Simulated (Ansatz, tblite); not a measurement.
Removing an electron: (NaCl)2 ring (Na2Cl2). The state is a singlet with charge 0. Geometry: B3LYP-D4/def2-TZVP. Ansatz, gas phase; energy differences of separate SCF runs; the oxidised species was run as a doublet alone.

```xyz
4

Na   -1.0502    1.1578   -0.2554
Cl   -0.9245   -1.1330   -1.3347
Na    1.0501   -1.1578    0.2554
Cl    0.9245    1.1330    1.3347
```

The xTB rows come from tblite. Correlated methods freeze 12 core orbitals; core or outer-core shells of Na are correlated, in sets that lack core-valence functions.

Task: Estimate orbital energies and vertical ionisation energies at: GFN1-xTB; GFN2-xTB; HF/def2-TZVPP; PBE-D4/def2-TZVP; r2SCAN-D4/def2-TZVP; PBE0-D4/def2-TZVP; MP2/def2-TZVPP; CCSD/def2-TZVPP; CCSD(T)/def2-TZVPP.

Result: 
```csv
level,−HOMO (eV),vertical IE (eV),−LUMO (eV),HOMO–LUMO gap (eV)
GFN1-xTB,12.36,14.33,5.99,6.37
GFN2-xTB,10.78,13.47,8.46,2.31
HF/def2-TZVPP,–,9.00,–,–
PBE-D4/def2-TZVP,6.03,9.05,1.55,4.48
r2SCAN-D4/def2-TZVP,6.34,9.26,0.87,5.47
PBE0-D4/def2-TZVP,7.38,9.48,0.98,6.40
MP2/def2-TZVPP,–,10.15,–,–
CCSD/def2-TZVPP,–,9.95,–,–
CCSD(T)/def2-TZVPP,–,10.00,–,–
```

Relaxing the oxidised species (B3LYP-D4/def2-TZVP) changes its energy by -0.89 eV at PBE-D4/def2-TZVP, so the adiabatic ionisation energy to this nearest minimum is 8.16 eV. At PBE0-D4/def2-TZVP it is 8.34 eV. In the charge 1 doublet, Cl2 and Cl4 lie 2.71 Å apart (atoms count from 1), so these atoms are partly bonded to each other.  Raw xTB energy differences between charge states are shifted by several eV; the methods need an empirical correction for them.
